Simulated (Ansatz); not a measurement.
C$_{2}$H$_{9}$AlFP, SMILES `[CH3][Al-]([CH3])([F])[PH3+]` at its PBE0-D4/def2-TZVP geometry, where that method's forces vanish. Charge 0, multiplicity 1.

```json
{"atom": "C1", "x (Å)": "-1.665", "y (Å)": "-1.062", "z (Å)": "0.480"}
{"atom": "Al2", "x (Å)": "-0.544", "y (Å)": "0.521", "z (Å)": "0.208"}
{"atom": "C3", "x (Å)": "0.796", "y (Å)": "1.093", "z (Å)": "1.517"}
{"atom": "F4", "x (Å)": "-1.194", "y (Å)": "1.730", "z (Å)": "-0.760"}
{"atom": "P5", "x (Å)": "0.988", "y (Å)": "-0.301", "z (Å)": "-1.720"}
{"atom": "H6", "x (Å)": "-2.407", "y (Å)": "-0.876", "z (Å)": "1.265"}
{"atom": "H7", "x (Å)": "-2.221", "y (Å)": "-1.343", "z (Å)": "-0.420"}
{"atom": "H8", "x (Å)": "-1.082", "y (Å)": "-1.932", "z (Å)": "0.800"}
{"atom": "H9", "x (Å)": "1.455", "y (Å)": "1.876", "z (Å)": "1.130"}
{"atom": "H10", "x (Å)": "1.425", "y (Å)": "0.263", "z (Å)": "1.855"}
{"atom": "H11", "x (Å)": "0.310", "y (Å)": "1.502", "z (Å)": "2.410"}
{"atom": "H12", "x (Å)": "1.891", "y (Å)": "0.628", "z (Å)": "-2.274"}
{"atom": "H13", "x (Å)": "0.367", "y (Å)": "-0.714", "z (Å)": "-2.916"}
{"atom": "H14", "x (Å)": "1.880", "y (Å)": "-1.384", "z (Å)": "-1.575"}
```

Problem. For each bond, give half the difference of the two atoms' forces along it (eV/Å; positive pushes the atoms apart) under PBE-D4, r2SCAN-D4, B3LYP-D4, ωB97M-V in def2-TZVPP. (An estimate is asked.)

Solution. Computed: 
```json
{"bond": "C1–Al2", "length (Å)": "1.959", "PBE-D4": "-0.10", "r2SCAN-D4": "-0.03", "B3LYP-D4": "0.00", "ωB97M-V": "-0.04"}
{"bond": "C1–H6", "length (Å)": "1.096", "PBE-D4": "0.12", "r2SCAN-D4": "0.00", "B3LYP-D4": "-0.04", "ωB97M-V": "-0.05"}
{"bond": "C1–H7", "length (Å)": "1.094", "PBE-D4": "0.11", "r2SCAN-D4": "0.00", "B3LYP-D4": "-0.03", "ωB97M-V": "-0.03"}
{"bond": "C1–H8", "length (Å)": "1.095", "PBE-D4": "0.11", "r2SCAN-D4": "0.00", "B3LYP-D4": "-0.03", "ωB97M-V": "-0.03"}
{"bond": "Al2–C3", "length (Å)": "1.959", "PBE-D4": "-0.10", "r2SCAN-D4": "-0.03", "B3LYP-D4": "0.01", "ωB97M-V": "-0.04"}
{"bond": "Al2–F4", "length (Å)": "1.680", "PBE-D4": "0.39", "r2SCAN-D4": "0.03", "B3LYP-D4": "0.10", "ωB97M-V": "0.10"}
{"bond": "Al2–P5", "length (Å)": "2.595", "PBE-D4": "-0.19", "r2SCAN-D4": "-0.04", "B3LYP-D4": "0.11", "ωB97M-V": "0.24"}
{"bond": "C3–H9", "length (Å)": "1.094", "PBE-D4": "0.11", "r2SCAN-D4": "0.00", "B3LYP-D4": "-0.03", "ωB97M-V": "-0.04"}
{"bond": "C3–H10", "length (Å)": "1.095", "PBE-D4": "0.11", "r2SCAN-D4": "0.00", "B3LYP-D4": "-0.03", "ωB97M-V": "-0.03"}
{"bond": "C3–H11", "length (Å)": "1.096", "PBE-D4": "0.12", "r2SCAN-D4": "0.00", "B3LYP-D4": "-0.04", "ωB97M-V": "-0.05"}
{"bond": "P5–H12", "length (Å)": "1.410", "PBE-D4": "0.20", "r2SCAN-D4": "0.01", "B3LYP-D4": "-0.07", "ωB97M-V": "-0.15"}
{"bond": "P5–H13", "length (Å)": "1.410", "PBE-D4": "0.20", "r2SCAN-D4": "0.01", "B3LYP-D4": "-0.07", "ωB97M-V": "-0.15"}
{"bond": "P5–H14", "length (Å)": "1.411", "PBE-D4": "0.20", "r2SCAN-D4": "0.01", "B3LYP-D4": "-0.06", "ωB97M-V": "-0.15"}
```

B3LYP here is the variant with VWN-RPA as its local correlation; programs differ in this.
